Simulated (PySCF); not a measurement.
**Radial density of Sm⁵¹⁺ (samarium, charge +51)**

r2SCAN0, [Ne] 3s1, 2S determinant. Computed with PySCF 2.14 in an uncontracted even-tempered set (17 s from 12 bohr⁻², ratio 2.5; 12 p from 15 bohr⁻², ratio 2.5; 4 d from 56 bohr⁻², ratio 2.7; 4 f from 84 bohr⁻², ratio 2.7), with scalar relativity by spin-free X2C-1e.

```json
{"r (bohr)": "0.0261", "4πr²ρ (e/bohr)": "68.18", "4πr²(ρα − ρβ)": "0.0135"}
{"r (bohr)": "0.0439", "4πr²ρ (e/bohr)": "72.97", "4πr²(ρα − ρβ)": "0.9874"}
{"r (bohr)": "0.0739", "4πr²ρ (e/bohr)": "91.56", "4πr²(ρα − ρβ)": "1.9297"}
{"r (bohr)": "0.124", "4πr²ρ (e/bohr)": "39.14", "4πr²(ρα − ρβ)": "0.2012"}
{"r (bohr)": "0.209", "4πr²ρ (e/bohr)": "8.162", "4πr²(ρα − ρβ)": "5.8540"}
{"r (bohr)": "0.352", "4πr²ρ (e/bohr)": "1.327", "4πr²(ρα − ρβ)": "1.3211"}
{"r (bohr)": "0.592", "4πr²ρ (e/bohr)": "0.01051", "4πr²(ρα − ρβ)": "0.0105"}
```

Densities and radii are taken from the X2C orbitals without a picture-change correction, which distorts them close to the nucleus.

Spin-orbit coupling, which splits the p, d and f shells strongly at this Z, is absent.
